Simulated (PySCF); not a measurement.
**C7H9O: g tensor and hyperfine couplings**

Species: C7H9O (doublet state).
Structure used (GFN2-xTB), in Å, numbered top down from 1:
```
atom  x, y, z in Å
O1     2.7456   -0.6096   -0.9907
C2     1.7975   -0.9711   -0.3486
C3     0.5396   -0.2085   -0.1454
C4    -0.8102   -0.9452   -0.2240
C5    -1.7341    0.2391    0.1788
C6    -0.6385    1.2662    0.3806
C7     0.4059    0.5508    1.2132
C8     0.2451    1.1325   -0.8510
H9     1.8140   -1.9229    0.2237
H10   -1.0118   -1.3141   -1.2290
H11   -0.8656   -1.7788    0.4756
H12   -2.2969    0.0410    1.0889
H13   -2.4270    0.5188   -0.6119
H14    0.0768   -0.0179    2.0790
H15    1.2855    1.1440    1.4428
H16    1.1054    1.7933   -0.8691
H17   -0.2383    1.0942   -1.8229
```

The hyperfine couplings belong to this conformer and change with its torsions.

Identity: `O=CC12CC[C](C1)C2` [radical].

Computed with UKS B3LYP, pcH-1 on C H O, non-relativistic, mean-field spin-orbit, GIAO in PySCF 2.14.0. One conformer (not necessarily the lowest) at the GFN2-xTB geometry, without solvent, vibrations or thermal averaging. The geometry wasn't refined by DFT: couplings that depend on bond lengths, twists or pyramidal angles can differ widely from those at the functional's own minimum. Stability of the SCF solution: not tested.

| Item | Value |
| --- | --- |
| g1, g2, g3 | 2.00232, 2.00258, 2.00292 |
| g_iso | 2.00261 |
| Form of g | rhombic: the two nearest values differ by 44 % of g3 − g1 |
| ⟨S²⟩ | 0.7532 (exact 0.7500) |
| HOMO–LUMO gap, α and β orbitals | 4.74, 5.21 eV |
| Total energy | -347.28234 Eh |

Hyperfine couplings atom by atom, in mT; T1 to T3 are the principal values of the dipolar part; ρ(0) is the spin density at the nucleus (MHz turned into mT with g_iso):

```csv
atom,isotope,a_iso,T1,T2,T3,Mulliken spin population,ρ(0) (bohr⁻³)
O1,17O,-0.03,-0.34,0.10,0.24,0.02,0.0016
C2,13C,1.08,-0.17,-0.11,0.28,0.02,0.0268
C3,13C,2.71,-0.15,-0.14,0.30,0.04,0.0675
C4,13C,1.46,-0.18,-0.13,0.32,0.06,0.0364
C5,13C,0.67,-0.12,-0.12,0.24,-0.03,0.0168
C6,13C,11.29,-2.53,-2.51,5.04,0.90,0.2815
C7,13C,0.13,-0.19,-0.12,0.31,-0.01,0.0033
C8,13C,0.08,-0.23,-0.14,0.37,0.00,0.0021
H9,1H,0.59,-0.07,-0.03,0.10,0.01,0.0037
H10,1H,0.02,-0.12,-0.05,0.17,0.00,0.0001
H11,1H,0.03,-0.12,-0.05,0.17,0.00,0.0002
H12,1H,0.23,-0.21,-0.15,0.37,0.00,0.0014
H13,1H,0.22,-0.21,-0.15,0.37,0.00,0.0014
H14,1H,-0.07,-0.19,-0.12,0.31,0.00,-0.0004
H15,1H,0.63,-0.20,-0.16,0.36,0.01,0.0040
H16,1H,0.61,-0.21,-0.16,0.37,0.01,0.0038
H17,1H,-0.09,-0.20,-0.11,0.31,0.00,-0.0005
```

The largest Mulliken spin population is on C6 (+0.90). The angles at C6 add up to 299.4°, so it is pyramidal.

Under fast tumbling the dipolar parts average out, and these isotropic splittings remain: 2 × 1H (H15/H16, I = 1/2, 3 lines) with 0.62 mT, 1 × 1H (H9, I = 1/2, 2 lines) with 0.59 mT, 2 × 1H (H12/H13, I = 1/2, 3 lines) with 0.22 mT and 2 × 1H (H14/H17, I = 1/2, 3 lines) with 0.08 mT.

Nuclei that the bonding pattern makes equivalent are averaged, as if the motion that swaps them (rotation, inversion, ring flip) were fast.

The 13C coupling of C6 (316.5 MHz) shows only in satellite lines or after enrichment, since that isotope makes up about 1.07 % of natural carbon.

The run took 83 s of wall time (grids of density and orbitals included) on one thread, Arm Neoverse V2 (aarch64) (shared host), and the process peaked at 0.97 GiB of memory.
